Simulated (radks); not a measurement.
Sn III, configuration [Kr] 4d10 5s2 (the NIST ground configuration).

Method: Dirac Kohn-Sham, BLYP, spin-unpolarised, spherical densities, finite nucleus; Fermi nuclear charge, rms radius 4.6519 fm; computed with a radial shooting solver on a logarithmic mesh with Libxc functionals.

Energy parts (hartree):
| part | energy |
|---|---|
| total | -6178.70504 |
| kinetic | 6506.00231 |
| electron-nucleus | -14966.92953 |
| Hartree | 2447.63228 |
| exchange-correlation | -165.41011 |

Orbitals (lengths in bohr, moments of r in powers of bohr):
orbital  occ.  eigenvalue (hartree)      <r>
1s1/2       2             -1066.297  0.02905
2s1/2       2             -161.4710   0.1251
2p1/2       2             -150.8893   0.1058
2p3/2       4             -142.4092   0.1112
3s1/2       2             -31.66674   0.3392
3p1/2       2             -27.36665   0.3299
3p3/2       4             -25.81855   0.3412
3d3/2       4             -18.21219   0.3125
3d5/2       6             -17.89257   0.3161
4s1/2       2              -5.55078   0.8182
4p1/2       2              -4.12042   0.8651
4p3/2       4              -3.84096   0.8950
4d3/2       4              -1.60312    1.084
4d5/2       6              -1.56448    1.099
5s1/2       2              -0.96080    2.221
5p1/2       0              -0.67510    2.625
5p3/2       0              -0.64931    2.711

The highest occupied level is 5s1/2 at -26.145 eV. For comparison, the ionisation energy in NIST's Atomic Spectra Database is 30.506 eV (measured). In exact Kohn-Sham theory the highest level is minus the ionisation energy, but local and semilocal functionals leave it too shallow, through self-interaction and a potential that decays too fast; potentials with the right tail come closer. The electron density at the nucleus is 1.912e+05 e/bohr^3.
